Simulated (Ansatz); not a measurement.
Species: AlH₃, charge -1, multiplicity 2. SMILES of the parent species: [AlH3]
Geometry from a B3LYP-D3(BJ)/def2-TZVP (Ansatz, an electronic-structure program) optimisation:
```
Al
H 1 1.6367
H 1 1.6367 2 110.93
H 1 1.6367 2 110.93 3 123.75
```
Charge -1, spin multiplicity 2.

Parts of the frozen-core correlation energy in cc-pV(D+d)Z (Ansatz, hartree). Frozen orbitals: 5; correlated occupied orbitals by spin: 4 and 3; virtual: 29 and 30. Open shells are spin-unrestricted. No spin-orbit coupling. No relativistic terms.

| term | value |
|---|---|
| reference (HF) | -243.62592 |
| MP2 opposite-spin | -0.07635 |
| MP2 same-spin | ? |
| CCSD correlation | ? |
| (T) | ? |
| CCSDT minus CCSD(T) | -0.00058 |
| CCSDT(Q) minus CCSD(T) | -0.00061 |
| T1 diagnostic | 0.013 |
| largest doubles amplitude | 0.030 |
| <S^2> of the reference | 0.753 |

Q: Complete the blanks.

A: 
- MP2 same-spin, value: -0.00803
- CCSD correlation, value: -0.11055
- (T), value: -0.00173
